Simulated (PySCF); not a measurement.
# Orbital picture of RbC

UHF at R = 2.708 Å; basis Rb def2-SVPD with ECP28, C def2-SVPD; scalar-relativistic core potentials; PySCF 2.14. State: ⁴Σ⁻ (quartet), unpaired electrons σ ↑, π ↑↑. Only the outer orbitals are listed, counted within each symmetry, core potentials removing the inner ones.

```
spin  orbital  occ.  ε (eV)  on Rb (%)   main shells (%)
   α       2σ     1  -42.83        100          100 Rb s
   α       3σ     1  -22.18         90    90 Rb p, 9 C s
   α       1π     1  -22.03        100          100 Rb p
   α       1π     1  -22.03        100          100 Rb p
   α       4σ     1  -18.63         10    90 C s, 9 Rb p
   α       5σ     1   -7.28          7            93 C p
   α       2π     1   -7.04          5            94 C p
   α       2π     1   -7.04          5            94 C p
   α       6σ     0   -0.26        100  68 Rb s, 32 Rb p
   α       3π     0    0.20        100           97 Rb p
   α       3π     0    0.20        100           97 Rb p
   β       2σ     1  -42.75        100          100 Rb s
   β       1π     1  -21.97        100          100 Rb p
   β       1π     1  -21.97        100          100 Rb p
   β       3σ     1  -21.77         99           99 Rb p
   β       4σ     1   -9.98          4            95 C s
   β       5σ     0   -0.27        100  65 Rb s, 34 Rb p
   β       2π     0    0.20        100           98 Rb p
   β       2π     0    0.20        100           98 Rb p
```

Q: Which are the highest filled and the lowest empty level, where do they sit, and how wide is the gap?

A: Highest filled α 2π at -7.04 eV (in %: 94 C p); lowest empty β 5σ at -0.27 eV (in %: 65 Rb s, 34 Rb p); the gap at UHF is 6.77 eV.

| Property | Result |
| --- | --- |
| bond order (Mayer) | 0.39 |
| ⟨S²⟩ | 3.760 |
| charge on Rb (Mulliken, basis-dependent) | 0.79 |
| charge on Rb (Löwdin, basis-dependent) | 0.75 |
| dipole moment (positive dipole means Rb(−)C(+)) | -10.48 D |
| polarisability along the bond | 41.5 bohr³ |
| polarisability across the bond | 35.1 bohr³ |

Spin–orbit coupling is left out. The state was picked by a PBE0 search and need not be the measured ground state.
